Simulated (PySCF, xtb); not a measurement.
BH7Si2, SMILES [SiH3]B[SiH3].

Geometry optimised at PBE-D3(BJ)/def2-SVP.

Calculation: PySCF with C-PCM-B3LYP/def2-SVP.

The values are the electrostatic part of the solvation free energy, E(continuum) − E(gas) at the gas-phase geometry, in a cavity of scaled van der Waals radii (PySCF's table); cavitation and dispersion terms are not included. In vacuum the orbital gap is 4.87 eV. The dipole moment in vacuum is 0.42 D.

Computed values in water (ε = 78.36), tetrahydrofuran (ε = 7.43), chlorobenzene (ε = 5.70):
| solvent | ε | ΔG(elec) (kcal/mol) | dipole (D) | gap (eV) |
|---|---|---|---|---|
| water | 78.36 | -0.7 | 0.56 | 4.96 |
| tetrahydrofuran | 7.43 | -0.6 | 0.54 | 4.95 |
| chlorobenzene | 5.70 | -0.5 | 0.53 | 4.94 |

For comparison, GFN2-xTB/ALPB(water) (xtb, at the GFN2-xTB geometry, all terms of that model) gives -0.7 kcal/mol.
